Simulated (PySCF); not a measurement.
Species: Te(NMe2)2, C4H12N2Te.
Bonds: Te1–N2, Te1–N11, N2–C3, N2–C4, N11–C12, N11–C13. Hydrogens: H5, H6, H7 on C3; H8, H9, H10 on C4; H14, H15, H16 on C12; H17, H18, H19 on C13.

Method: PySCF 2.14.0, PBE0-D3(BJ)/def2-SVP geometry optimisation, gas phase, def2 core potentials past Kr; density fitting, grid level 1; the optimiser is geomeTRIC in internal coordinates, started from a GFN2-xTB structure with every atom displaced at random (about 0.03 Å).

Step 12: E = -14602.3293 eV
```
atom  x, y, z in Å  |  force x, y, z in eV/Å
Te1    -0.0390   -0.0854   -1.8081    0.049   0.021   0.060
N2      1.4651   -0.0574   -0.4578   -0.011  -0.086  -0.154
C3      2.0140   -1.2666    0.1026    0.018   0.216   0.065
C4      2.0359    1.1677    0.0320    0.129  -0.026   0.022
H5      3.1035   -1.3426   -0.0899   -0.009  -0.013  -0.010
H6      1.5279   -2.1453   -0.3363   -0.015  -0.079  -0.015
H7      1.8788   -1.3109    1.2033   -0.027  -0.017  -0.021
H8      1.5721    2.0352   -0.4568   -0.032  -0.001   0.039
H9      1.9134    1.2759    1.1293   -0.067   0.026  -0.015
H10     3.1263    1.2193   -0.1691   -0.013  -0.028  -0.006
N11    -1.7365    0.0058   -0.6798   -0.035  -0.051   0.056
C12    -2.0561   -1.1513    0.1255   -0.005   0.057  -0.108
C13    -2.0276    1.2551   -0.0179    0.046   0.006   0.006
H14    -1.4580   -1.2179    1.0559    0.029  -0.006   0.075
H15    -1.8931   -2.0732   -0.4506   -0.009  -0.010   0.008
H16    -3.1206   -1.1144    0.4207   -0.005  -0.014  -0.001
H17    -1.8359    2.1010   -0.6932    0.021   0.008   0.004
H18    -3.0948    1.2853    0.2637   -0.046  -0.001   0.018
H19    -1.4380    1.4132    0.9110   -0.016  -0.001  -0.023
```

Step 13: E = -14602.3357 eV
```
atom  x, y, z in Å  |  force x, y, z in eV/Å
Te1    -0.0443   -0.0811   -1.8302   -0.017   0.010  -0.030
N2      1.4753   -0.0577   -0.5033    0.044  -0.092  -0.123
C3      1.9830   -1.2653    0.0980    0.009   0.193   0.072
C4      2.0104    1.1664    0.0264    0.149   0.000   0.051
H5      3.0862   -1.3177    0.0052   -0.009  -0.019  -0.013
H6      1.5563   -2.1466   -0.3954   -0.011  -0.066  -0.012
H7      1.7482   -1.3272    1.1812   -0.021  -0.019  -0.022
H8      1.6103    2.0333   -0.5168   -0.044  -0.001   0.036
H9      1.7902    1.2951    1.1065   -0.063   0.026  -0.021
H10     3.1151    1.1958   -0.0749   -0.024  -0.028  -0.005
N11    -1.7381    0.0055   -0.6890    0.001  -0.044   0.103
C12    -2.0212   -1.1520    0.1313   -0.014   0.062  -0.111
C13    -2.0055    1.2544   -0.0145    0.026   0.004  -0.003
H14    -1.3591   -1.2405    1.0159    0.016  -0.001   0.066
H15    -1.9224   -2.0725   -0.4620    0.004  -0.008   0.014
H16    -3.0600   -1.0930    0.5028   -0.013  -0.024  -0.004
H17    -1.8637    2.1001   -0.7025    0.027   0.005   0.005
H18    -3.0557    1.2710    0.3262   -0.039   0.006   0.013
H19    -1.3678    1.4254    0.8796   -0.019  -0.005  -0.014
```

Q: Estimate the geometry and energy of step 14. (The exact step hangs on the optimiser's Hessian estimate; all steps are aligned on step 13, rigid shifts and turns removed.)

A: E = -14602.3423 eV, largest force 0.144 eV/Å
```
atom  x, y, z in Å  |  force x, y, z in eV/Å
Te1    -0.0486   -0.0759   -1.8559   -0.131  -0.002  -0.058
N2      1.4938   -0.0571   -0.5589    0.123  -0.044  -0.061
C3      1.9502   -1.2567    0.0943   -0.020   0.045   0.040
C4      1.9909    1.1657    0.0113    0.062   0.042   0.048
H5      3.0571   -1.2944    0.1040   -0.005  -0.013  -0.007
H6      1.5850   -2.1464   -0.4358   -0.001  -0.020   0.001
H7      1.6141   -1.3245    1.1501   -0.004  -0.009  -0.007
H8      1.6577    2.0314   -0.5772   -0.026   0.003   0.013
H9      1.6655    1.3160    1.0619   -0.025   0.009  -0.013
H10     3.0994    1.1713    0.0153   -0.021  -0.012  -0.003
N11    -1.7338    0.0048   -0.6900    0.068  -0.015   0.097
C12    -1.9908   -1.1559    0.1343   -0.005   0.037  -0.063
C13    -1.9789    1.2517   -0.0011   -0.001  -0.008  -0.018
H14    -1.2855   -1.2658    0.9845   -0.015   0.010   0.028
H15    -1.9410   -2.0732   -0.4703    0.022  -0.004   0.011
H16    -3.0073   -1.0843    0.5612   -0.017  -0.020  -0.013
H17    -1.8698    2.0995   -0.6926    0.022   0.001   0.005
H18    -3.0146    1.2614    0.3843   -0.013   0.008  -0.008
H19    -1.3061    1.4260    0.8653   -0.012  -0.008   0.008
```

The energy changes by -0.0066 eV. The first-order estimate −F·Δx gives -0.0092 eV and the mean of the old and new forces, exact on a quadratic surface, -0.0054 eV. The step makes an angle of 86° with the force vector and moves no atom by more than 0.138 Å.

What follows is the cost of the whole optimisation. Hardware: one thread, Arm Neoverse V1 (aarch64), shared host with 32 logical CPUs at a one-minute load of 20. Cost: 6.2 min of wall time, 0.69 GiB resident at most.
